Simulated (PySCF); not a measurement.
Bond stretch in H4B2, SMILES BB. The B1–B4 bond (B1 also carries H, H; B4 carries H, H) is stretched with both fragments frozen at the PBE0/def2-TZVP optimised geometry.

Levels of theory: RHF/cc-pVDZ (PySCF); UMP2 = PySCF with MP2 on UHF/cc-pVDZ, 2 core orbitals frozen; UKS-B3LYP = unrestricted B3LYP/cc-pVDZ (PySCF); RCCSD(T) = CCSD(T) on RHF/cc-pVDZ, 2 core orbitals frozen (PySCF 2.14.0).

Energies are in kcal/mol, each relative to the lowest point of its own curve near equilibrium.

```json
[
 {"R / Å": "1.22", "RHF": "98.6", "UMP2": "94.2", "UKS-B3LYP": "82.1", "RCCSD(T)": "94.7"},
 {"R / Å": "1.31", "RHF": "54.3", "UMP2": "51.3", "UKS-B3LYP": "42.8", "RCCSD(T)": "51.8"},
 {"R / Å": "1.39", "RHF": "29.0", "UMP2": "27.1", "UKS-B3LYP": "21.3", "RCCSD(T)": "27.5"},
 {"R / Å": "1.48", "RHF": "11.9", "UMP2": "10.8", "UKS-B3LYP": "7.5", "RCCSD(T)": "11.1"},
 {"R / Å": "1.54", "RHF": "5.3", "UMP2": "4.6", "UKS-B3LYP": "2.6", "RCCSD(T)": "4.8"},
 {"R / Å": "1.58", "RHF": "2.5", "UMP2": "2.1", "UKS-B3LYP": "0.9", "RCCSD(T)": "2.2"},
 {"R / Å": "1.63", "RHF": "0.6", "UMP2": "0.3", "UKS-B3LYP": "0.0", "RCCSD(T)": "0.4"},
 {"R / Å": "1.69", "RHF": "0.0", "UMP2": "0.0", "UKS-B3LYP": "0.5", "RCCSD(T)": "0.0"},
 {"R / Å": "1.73", "RHF": "0.5", "UMP2": "0.6", "UKS-B3LYP": "1.6", "RCCSD(T)": "0.5"},
 {"R / Å": "1.79", "RHF": "2.3", "UMP2": "2.5", "UKS-B3LYP": "4.0", "RCCSD(T)": "2.3"},
 {"R / Å": "1.88", "RHF": "6.7", "UMP2": "7.0", "UKS-B3LYP": "9.1", "RCCSD(T)": "6.7"},
 {"R / Å": "2.02", "RHF": "16.4", "UMP2": "16.6", "UKS-B3LYP": "19.0", "RCCSD(T)": "15.9"},
 {"R / Å": "2.20", "RHF": "31.1", "UMP2": "31.0", "UKS-B3LYP": "33.3", "RCCSD(T)": "29.7"},
 {"R / Å": "2.42", "RHF": "49.9", "UMP2": "49.2", "UKS-B3LYP": "50.6", "RCCSD(T)": "46.7"},
 {"R / Å": "2.69", "RHF": "71.9", "UMP2": "76.9", "UKS-B3LYP": "70.0", "RCCSD(T)": "65.3"},
 {"R / Å": "2.90", "RHF": "87.6", "UMP2": "90.2", "UKS-B3LYP": "83.2", "RCCSD(T)": "77.1"},
 {"R / Å": "3.28", "RHF": "112.3", "UMP2": "100.3", "UKS-B3LYP": "99.4", "RCCSD(T)": "92.4"},
 {"R / Å": "3.58", "RHF": "128.6", "UMP2": "103.2", "UKS-B3LYP": "105.0", "RCCSD(T)": "99.2"},
 {"R / Å": "4.00", "RHF": "147.4", "UMP2": "104.7", "UKS-B3LYP": "108.5", "RCCSD(T)": "103.1"},
 {"R / Å": "4.43", "RHF": "162.7", "UMP2": "105.2", "UKS-B3LYP": "109.8", "RCCSD(T)": "103.2"},
 {"R / Å": "4.86", "RHF": "174.7", "UMP2": "105.3", "UKS-B3LYP": "110.2", "RCCSD(T)": "101.9"},
 {"R / Å": "5.69", "RHF": "190.8", "UMP2": "105.4", "UKS-B3LYP": "110.5", "RCCSD(T)": "99.5"}
]
```

At the longest distance, 5.69 Å, RHF lies highest above its minimum (190.8 kcal/mol) and RCCSD(T) lowest (99.5 kcal/mol).

The RCCSD(T) curve passes through a maximum at 4.43 Å and then falls by 3.7 kcal/mol up to the last usable point.

The restricted form behind RHF keeps the bonding electrons paired and can't separate into open-shell fragments. The unrestricted determinant behind UMP2 is spin-contaminated at 2.69 to 5.69 Å (<S²> up to 1.0, against 0.00 for a pure singlet). The unrestricted determinant behind UKS-B3LYP is spin-contaminated at 3.28 to 5.69 Å (<S²> up to 1.0, against 0.00 for a pure singlet).
